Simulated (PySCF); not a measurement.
Species: `CC(C)CC[SiH3]`. The columns A, B, C and D hold Mulliken, IAO, Hirshfeld and ESP-fitted charges (e) of one PBE0/pcSseg-1 density (PySCF), in a shuffled order. Coordinates in Å (GFN2-xTB); the density's dipole moment is (-0.68, -0.12, -0.19) D.

| atom | x | y | z | A | B | C | D |
| --- | --- | --- | --- | --- | --- | --- | --- |
| C1 | -1.651 | -1.236 | 0.129 | -0.119 | -0.219 | -0.418 | -0.507 |
| C2 | -1.182 | 0.173 | -0.227 | -0.016 | -0.374 | -0.086 | +0.466 |
| C3 | -2.078 | 1.207 | 0.455 | -0.118 | -0.206 | -0.417 | -0.651 |
| C4 | 0.281 | 0.405 | 0.174 | -0.067 | -0.209 | -0.244 | -0.132 |
| C5 | 1.277 | -0.469 | -0.583 | -0.155 | -0.514 | -0.530 | -0.230 |
| Si6 | 3.084 | -0.036 | -0.183 | +0.313 | +0.505 | +0.602 | +0.351 |
| H7 | -1.519 | -1.422 | 1.194 | +0.037 | +0.102 | +0.132 | +0.131 |
| H8 | -2.706 | -1.354 | -0.111 | +0.040 | +0.112 | +0.138 | +0.122 |
| H9 | -1.093 | -1.987 | -0.424 | +0.037 | +0.115 | +0.135 | +0.096 |
| H10 | -1.266 | 0.304 | -1.312 | +0.033 | +0.114 | +0.121 | -0.031 |
| H11 | -2.023 | 1.100 | 1.537 | +0.037 | +0.102 | +0.133 | +0.150 |
| H12 | -3.114 | 1.077 | 0.150 | +0.039 | +0.111 | +0.137 | +0.161 |
| H13 | -1.768 | 2.217 | 0.195 | +0.038 | +0.110 | +0.136 | +0.142 |
| H14 | 0.522 | 1.456 | -0.010 | +0.034 | +0.121 | +0.124 | +0.042 |
| H15 | 0.387 | 0.230 | 1.248 | +0.034 | +0.115 | +0.124 | +0.049 |
| H16 | 1.101 | -0.362 | -1.655 | +0.038 | +0.137 | +0.141 | +0.061 |
| H17 | 1.096 | -1.518 | -0.344 | +0.037 | +0.146 | +0.141 | +0.085 |
| H18 | 3.976 | -0.926 | -0.929 | -0.081 | -0.091 | -0.120 | -0.108 |
| H19 | 3.349 | 1.354 | -0.559 | -0.080 | -0.088 | -0.124 | -0.097 |
| H20 | 3.321 | -0.200 | 1.254 | -0.080 | -0.088 | -0.123 | -0.100 |

Problem. Which column most likely holds the ESP-fitted charges?

Solution. D. Σ q r misses the density's dipole by 0.02 D (D), 0.52 D (A), 1.11 D (C), 1.29 D (B). Charges fitted to the outside potential are the only set here that is tied to the molecule's multipoles.

Problem. And the Hirshfeld charges?

Solution. A. The mean sizes are 0.072 e (A), 0.179 e (B), 0.186 e (D), 0.206 e (C), and Hirshfeld charges are commonly the smallest of these schemes.

As computed, A = Hirshfeld, B = Mulliken, C = IAO, D = ESP-fitted. Hydrogens on carbon: Hirshfeld +0.03 to +0.04, Mulliken +0.10 to +0.15, IAO +0.12 to +0.14, ESP-fitted -0.03 to +0.16 e.

The IAO scheme projects the occupied orbitals on a minimal set of polarised atomic orbitals and counts the electrons in each atom's part of it. The Hirshfeld scheme weights the molecular density at each point by an atom's share of the summed free-atom densities.

Isolated species at its GFN2-xTB geometry (one conformer only).

The values belong to the conformer `[CH3:1][CH:2]([CH3:3])[CH2:4][CH2:5][SiH3:6]`: C1–C2–C4–C5 65°, C2–C4–C5–Si6 174°.
